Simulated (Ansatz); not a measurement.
Abridged output of a molecular run in Ansatz:

```
Functional definition: HF
1731 factors; integrals over basis functions are off by at most 1.4e-3 eV
mean field evaluation 1: about -31864.2229 eV, gradient 4.7e1 eV
mean field evaluation 2: about -31864.5678 eV, gradient 4.7e1 eV
mean field evaluation 4: about -31869.1465 eV, gradient 5.0e0 eV
mean field evaluation 8: about -31869.2451 eV, gradient 6.2e-1 eV
mean field evaluation 16: about -31869.2476 eV, gradient 2.8e-6 eV
mean field -31869.24759243 eV, -1171.1732472701 hartree, gradient 2.8e-6 eV, S^2 0.000000; 0 other end points of the search recorded, 0 dependent functions left out
15 core orbitals not correlated: weight in the atoms' cores, before any rotation towards them, 1.000 or more for the frozen orbitals, at most 0.000 for the correlated occupied ones
reference -31869.24759243 eV, -1171.1732472701 hartree; 20, 20 occupied and 246, 246 virtual orbitals, 1731 factors
second order -34.05409442 eV of doubles, -0.00000000 eV of singles
cycle   1  -34.22404050 eV  change   -1.7e-1 eV  update   1.3e-1
cycle   2  -35.03925019 eV  change   -8.2e-1 eV  update   4.0e-2
cycle   3  -35.23749534 eV  change   -2.0e-1 eV  update   2.1e-2
cycle   4  -35.21538889 eV  change    2.2e-2 eV  update   5.4e-3
cycle   5  -35.21180181 eV  change    3.6e-3 eV  update   2.5e-3
cycle   6  -35.21319743 eV  change   -1.4e-3 eV  update   7.5e-4
cycle   7  -35.21285235 eV  change    3.5e-4 eV  update   3.2e-4
cycle   8  -35.21270834 eV  change    1.4e-4 eV  update   1.1e-4
cycle   9  -35.21278253 eV  change   -7.4e-5 eV  update   5.4e-5
cycle  10  -35.21278600 eV  change   -3.5e-6 eV  update   2.3e-5
perturbative correction -1.55670094 eV, -0.0572077044 hartree
Total energy: -31906.01707937 eV, -1172.5245009919 hartree
```

Its atoms:

```xyz
10

C    -1.3656    0.6333   -0.7274
C    -0.2012    0.6248    0.2023
O    -0.0503    1.2964    1.1703
O     0.7666   -0.2585   -0.2336
B     1.5774   -1.0286    0.5324
Cl    3.0052   -1.6806   -0.2325
Cl    1.2040   -1.4550    2.1808
H    -1.0214    0.8457   -1.7413
H    -2.0877    1.3794   -0.4068
H    -1.8270   -0.3567   -0.7442
```

Question: Which basis set was used?
A. def2-QZVPP
B. def2-TZVPP
C. def2-SVPD
D. def2-TZVPPD

Answer: B. It gives 281 functions.

Question: Write the keys of the input that set method, charge and spin (a neutral closed shell needs none for the last two).

Answer: 
```yaml
correlation: {method: ccsd_t}
```
